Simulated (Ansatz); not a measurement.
Consider the ligand exchange at a Y–O bond: `[OH][Y]([OH])[F]` + HCl → `[OH][Y]([F])[Cl]` + H₂O.

Isolated molecules relaxed with PBE0-D4/def2-TZVP in Ansatz; ΔE leaves out vibrations. CBS: MP2 limit from def2 TZ/QZ plus the TZ coupled-cluster correction, frozen cores. This one scheme is used for every species. DFT in def2-TZVPP. def2 core potentials past Kr. For Y outer-core shells are correlated without core-valence functions, which leaves a few kJ/mol of doubt a bond. One conformer a species, not always the lowest.

CCSD(T)/CBS gives -63.3 kJ/mol.

(1) Another level gave -65.3 kJ/mol. Which?
A. LC-ωPBE/def2-TZVPP
B. BHLYP/def2-TZVPP
C. HF/def2-TZVPP
D. LDA (SPW92)/def2-TZVPP

Largest T1 diagnostic among the species: 0.014.

Results:

(1) B. BHLYP -65.3, LC-ωPBE -58.5, HF/def2-TZVPP -77.3, LDA (SPW92) -53.7 kJ/mol.

In def2-TZVPP, CCSD(T) changes the Hartree–Fock value by +17.9 kJ/mol (the triples alone add +1.1 kJ/mol) and MP2 by +18.3 kJ/mol. Leaving LDA and LC-ωPBE aside and taking each functional with its dispersion term where it has one, the values, not all of them listed here, spread over 15.3 kJ/mol, from r2SCAN0-D4 to BLYP-D4. LDA lies +4.7 kJ/mol from PBE without D4.
